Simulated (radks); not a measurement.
Values are calculated unless marked as measured or tabulated.
Spin polarisation of the 5s1 shell in neutral rubidium. Start: [Kr] 5s(up 0.5, down 0.5); electrons of 5s are moved from spin down to spin up, other shells keep equal spins. Level of theory: non-relativistic Kohn-Sham, LDA (Slater exchange, Perdew-Wang correlation), spin-polarised, spherical densities, point nucleus (a radial shooting solver on a logarithmic mesh with Libxc functionals).

\begin{tabular}{lrrrr}
moment (Bohr magnetons) & E - E(0) (eV) & e(5s up) (eV) & e(5s down) (eV) & 4p down minus up (eV) \\ \hline
0 & 0.000 & -2.325 & -2.325 & 0.000 \\
0.25 & -0.008 & -2.383 & -2.257 & 0.017 \\
0.5 & -0.031 & -2.432 & -2.178 & 0.035 \\
0.75 & -0.072 & -2.473 & -2.086 & 0.052 \\
1 & -0.129 & -2.505 & -1.951 & 0.070 \\
\end{tabular}

At moment 1 the spin-polarisation energy is -0.129 eV and the 5s exchange splitting 0.554 eV, that is 0.554 eV per Bohr magneton; E = -I m^2/4 would give I = 0.515 eV.
